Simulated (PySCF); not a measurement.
C₄H₈S, SMILES C(/C=C\S)C, singlet at its GFN2-xTB optimised geometry (Å):

```
13

C      2.0417    -0.9670     1.4272
C      1.4924    -0.8912     0.0000
C     -0.0045    -0.8912     0.0000
C     -0.8066     0.1653     0.0000
S     -0.3708     1.8657    -0.0213
H      1.7065    -0.1121     2.0106
H      1.6925    -1.8723     1.9184
H      3.1291    -0.9763     1.4161
H      1.8465    -1.7552    -0.5661
H      1.8801     0.0059    -0.4910
H     -0.4719    -1.8657     0.0410
H     -1.8801     0.0593     0.0126
H      0.9493     1.7033     0.0150
```

Computed with PBE/def2-TZVP in PySCF.

Map of the log10 of the electron density (e/bohr³), floored at −4 on the plane z = 1.0 Å:

```
|0000000011111100000000000|
|0000000122333211000000000|
|0000001234444332100000000|
|0000012345555543210000000|
|0000013456676654321000000|
|0000023467777665432000000|
|0000023567887765432100000|
|0000123567887765532100000|
|0000123567777665432210000|
|0000234566776654433221000|
|0001244566766544444432210|
|0002345667776545566554321|
|0002345667776656677665543|
|0002345567777666788877654|
|0001234556777767899988764|
|0000123455677777899998865|
|0000012345666667899988764|
|0000001245666656788876654|
|0000001234555555677665442|
|0000000134444444555544321|
|0000000123333333444432210|
|0000000011222112232221000|
|0000000000010000111100000|
|0000000000000000000000000|
|0000000000000000000000000|
```
Scale: ten equal steps from -4.00 (start of '0') to -0.545 (end of '9'), in the order '0123456789'; x runs from -4.00 to 4.00, y from -4.00 (bottom) to 4.00 (top).
